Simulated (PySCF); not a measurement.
**Worked example: oscillator strength and radiative lifetime**

WO2FCl, SMILES [O]=[W](=[O])([F])[Cl], multiplicity 1.

Geometry: B3LYP-D3(BJ)/def2-SVP. The multiplicity is an assumed one; no other spin state was optimised. The structure was generated by enumeration; whether it is a known compound was not checked. The def2 effective core potentials stand for the cores of W; spin–orbit coupling is left out.

TDA-PBE/def2-SVPD (PySCF) puts the first singlet state with f over 0.02 at 5.88 eV (vertical), with the transition dipole (-0.183, 0.372, 0.000) in atomic units.

Problem. Find the oscillator strength, the wavelength and the radiative lifetime that this transition would have in vacuum if emission retraced absorption.

Solution. 
|μ|² = 0.1719 au, so |μ| = 1.05 D. ΔE = 5.88/27.211 = 0.2161 hartree. f = (2/3) ΔE |μ|² = 0.025 (the program prints 0.025).
λ = 1239.84/5.88 = 211 nm; ν = 47425 cm⁻¹.
Einstein's coefficient A = 0.6670 ν² f s⁻¹ (ν in cm⁻¹) = 3.7e7 s⁻¹, so τ = 1/A = 27 ns. This state is S8; the lower singlets have f = 0.005, 0.000, 0.000, 0.014, 0.000, 0.005, 0.002. The figure is the radiative limit of this one transition; relaxation, internal conversion, crossing to triplets and a medium change what is measured.
